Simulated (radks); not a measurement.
The numbers below are computed, except where a source is named.
Numerical settings for the lead ion Pb+, [Hg] 6p1. Level of theory: scalar-relativistic Kohn-Sham, BLYP, spin-polarised, spherical densities, finite nucleus; open shells are filled with parallel spins first (spin-orbit coupling, left out, can overturn this in heavy ions); Fermi nuclear charge, rms radius 5.5012 fm (a radial shooting solver on a logarithmic mesh with Libxc functionals). The defaults (mesh step 0.008 in ln r, mesh end at 40 bohr or more with all orbitals vanishing there, Anderson mixing 0.5 over 9 steps, residual threshold near 1e-9 with the energy settled to 1e-9 hartree or 1e-11 of itself, here a cap of 58 iterations) give E = -20876.889 hartree and 6p at -10.101 eV in 15 iterations. Run on one thread of a shared host, so times are rough (Arm Neoverse N1): 0.4 s of CPU time, 0.4 s wall, 15 iterations on 2360 mesh points. Changes against that run (0 stands for a change within the tolerance of the run):

setting	iterations	converged	E (mhartree)	e(6p) (meV)	CPU (s)
mesh step in ln r 0.02	15	yes	+0.000825	0	0.18
mesh step in ln r 0.005	15	yes	0	0	0.63
mesh step in ln r 0.2	4	no	diverged	-	0.04
mesh end (bohr) 20	15	yes	0	0	0.39
mesh end (bohr) 5	15	yes	+64.3	+1.94e+03	0.36
residual threshold 0.001	10	yes	0	-0.0882	0.31
residual threshold 1e-16	58	no	0	0	0.79
mixing 0.2	17	yes	0	0	0.45
linear mixing, mixing 1	58	no	+1.39e+06	+8.38e+03	4
linear mixing, mixing 0.2	58	no	0	-0.0045	1.2
mixing history 2	20	yes	0	0	0.48
iteration cap 8	8	no	+0.00132	+1.07	0.24

Settings that end as converged yet miss the energy by more than 1 mhartree: mesh end (bohr) 5 (+0.0643 hartree). A mesh that ends early acts as a hard wall.
